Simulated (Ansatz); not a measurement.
`[OH][Al]([Cl])[Cl]` + CH₃OH → `C[O][Al]([OH])[Cl]` + HCl at 600 K and 1 bar (ligand exchange at the Al–Cl bond).

Isolated molecules relaxed with PBE0-D4/def2-TZVP in Ansatz; ΔE leaves out vibrations. CCSD(T)/CBS is the MP2 limit (def2-TZVPP, def2-QZVPP) plus CCSD(T) − MP2 in def2-TZVPP, frozen cores. This one scheme is used for every species. One conformer a species, not always the lowest.

| species | CCSD(T)/CBS energy (Eh) | H − E (kJ/mol) | S (J/(mol·K)) |
| --- | --- | --- | --- |
| `[OH][Al]([Cl])[Cl]` | -1237.55309 | 88.2 | 383.9 |
| CH₃OH | -115.61712 | 163.6 | 277.3 |
| `C[O][Al]([OH])[Cl]` | -892.77869 | 211.5 | 449.4 |
| HCl | -460.38127 | 35.4 | 207.2 |

H − E and S are ideal-gas, rigid-rotor, harmonic terms from PBE0-D4/def2-TZVP, for one conformer and one mirror image of each species. 1 Eh = 2625.50 kJ/mol, R = 8.31446 J/(mol·K).

Q: By hand: ΔE, ΔH, ΔS and ΔG.

A: ΔE = (-892.77869) + (-460.38127) − (-1237.55309) − (-115.61712) = 0.01025 Eh = 26.9 kJ/mol. Δ(H − E) = 211.5 + 35.4 − 88.2 − 163.6 = -4.9, so ΔH = 22.0 kJ/mol. ΔS = 449.4 + 207.2 − 383.9 − 277.3 = -4.6 J/(mol·K). ΔG = 22.0 − 600 × (-4.6)/1000 = 24.8 kJ/mol.

Q: By hand: the equilibrium constant, and the temperature at which ΔG would vanish if ΔH and ΔS stayed fixed.

A: log₁₀ K = −ΔG/(RT ln 10) = -2.2. ΔH and −TΔS have one sign here, so there is no such temperature.

The number of gas molecules stays the same, so ΔS is small and ΔH decides. A doubt of 5 kJ/mol in ΔE shifts log₁₀ K by 0.4 here. Other conformers and mirror images would add mixing entropy, several J/(mol·K) or more a flexible species. These are equilibria of isolated gas molecules and say nothing of rates. Largest T1 diagnostic: 0.011 (customary marks: 0.02 for closed shells, 0.045 for open ones).

ΔS is within the doubt of such terms, so its sign, and with it that verdict, could turn.
